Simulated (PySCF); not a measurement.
Au(Cl)(CO) (CAuClO), SMILES [Au]([Cl])<-[C-]#[O+], multiplicity 1.

Geometry: PBE0-D3(BJ)/def2-SVP. The spin state was assumed, not searched. The isomer is the one that the SMILES or the coordinates give; other isomers of the formula were not compared. The def2 effective core potentials stand for the cores of Au; spin–orbit coupling is left out.

Two levels are set side by side: PBE/def2-TZVPD (PySCF) and r2SCAN/def2-TZVPD (PySCF). Same geometry, gas phase. Differences are taken from unrounded values.

```json
[
 {"quantity": "orbital gap (eV)", "r2SCAN": "4.19", "PBE": "3.78", "PBE minus r2SCAN": "-0.41"},
 {"quantity": "highest occupied level (eV)", "r2SCAN": "-7.36", "PBE": "-7.10", "PBE minus r2SCAN": "0.25"},
 {"quantity": "lowest empty level (eV)", "r2SCAN": "-3.17", "PBE": "-3.32", "PBE minus r2SCAN": "-0.16"},
 {"quantity": "dipole moment (D)", "r2SCAN": "3.60", "PBE": "3.41", "PBE minus r2SCAN": "-0.18"},
 {"quantity": "mean polarisability (bohr³)", "r2SCAN": "63.4", "PBE": "65.6", "PBE minus r2SCAN": "2.2"}
]
```

Rough cost on one machine, each run with all the roots and properties that it gave: r2SCAN against PBE about 3 times.
